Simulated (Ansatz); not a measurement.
BFO, triplet, geometry from GFN2-xTB (a higher spin typed on purpose: for a closed-shell molecule this is an excited state); BLYP/cc-pVDZ run with Ansatz (a quantum-chemistry and plane-wave program).

The Ansatz input:
Ansatz 0.2 input:
```yaml
crystal:
  periodic: [false, false, false]
  atoms:
    - {symbol: F, position_ang: [-0.99621526, 0.24724638, 0.11745443]}
    - {symbol: B, position_ang: [0.04267924, -0.54682470, -0.35213529]}
    - {symbol: O, position_ang: [1.09406763, 0.06361327, 0.08794831]}
basis:
  gaussian:
    orbitals: cc-pVDZ
hamiltonian:
  xc: blyp
magnetization: {spin_polarized: true, initial_magnetization: 2}
accuracy: high
```

It wrote (shortened):

```
Functional definition: BLYP
844 factors; integrals over basis functions are off by at most 2.9e-9 eV
mean field evaluation 1: about -5434.0875 eV, gradient 3.0e1 eV
mean field evaluation 2: about -5400.9369 eV, gradient 9.0e1 eV
mean field evaluation 4: about -5437.3185 eV, gradient 7.8e0 eV
mean field evaluation 8: about -5437.5180 eV, gradient 7.1e-2 eV
mean field evaluation 16: about -5437.5180 eV, gradient 2.5e-6 eV
mean field evaluation 32: about -5437.3811 eV, gradient 4.4e0 eV
mean field -5437.51803802 eV, -199.8251022153 hartree, gradient 5.6e-9 eV, S^2 2.002242; 4 other end points of the search recorded, 0 dependent functions left out
reference -5437.51807290 eV, -199.8251034970 hartree; 12, 10 occupied and 30, 32 virtual orbitals, 844 factors
Total energy: -5437.51807290 eV, -199.8251034970 hartree
```
